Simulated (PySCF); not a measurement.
Isomers of C8H12BN, one conformer each; single-point electronic energies without zero-point terms and without any empirical dispersion term.

All values: PBE0/pcSseg-1 (PySCF, non-relativistic), each on one gas-phase PBE0-D3(BJ)/def2-SVP geometry that isn't relaxed in the solvent. The solvent is an IEF-PCM continuum (cavity from Bondi-type radii × 1.2). Specific hydrogen bonds and non-electrostatic terms are outside this model.

```tsv
isomer	relative energy, gas (kJ/mol)	dipole (D)
`CN(C)Bc1ccccc1`	0.0	1.79
`B1CCC[C@@H]1N1C=CC=C1`	153.8	2.40
```

Q: How do the relative energies look in cyclohexane (ε = 2.017)?

A: 
```tsv
isomer	relative energy, solvent (kJ/mol)	E(solvent) − E(gas) (kJ/mol)	dipole in solvent (D)
`CN(C)Bc1ccccc1`	0.0	-5.9	2.01
`B1CCC[C@@H]1N1C=CC=C1`	152.3	-7.4	2.74
```

The order is unchanged. Conformers: `[CH3:1][N:2]([CH3:3])[BH:4][c:5]1[cH:6][cH:7][cH:8][cH:9][cH:10]1` with N2–B4–C5–C6 138°; `[BH:1]1[CH2:2][CH2:3][CH2:4][C@@H:5]1[n:6]1[cH:7][cH:8][cH:9][cH:10]1` with C4–C5–N6–C7 -85°, C5–B1–C2–C3 12°, B1–C2–C3–C4 -30°, C2–C3–C4–C5 38°, C3–C4–C5–N6 88°. `B1CCC[C@@H]1N1C=CC=C1` gains most from the continuum, and it has the largest gas-phase dipole. The gains span 1.5 kJ/mol, the gas-phase energies 153.8 kJ/mol.
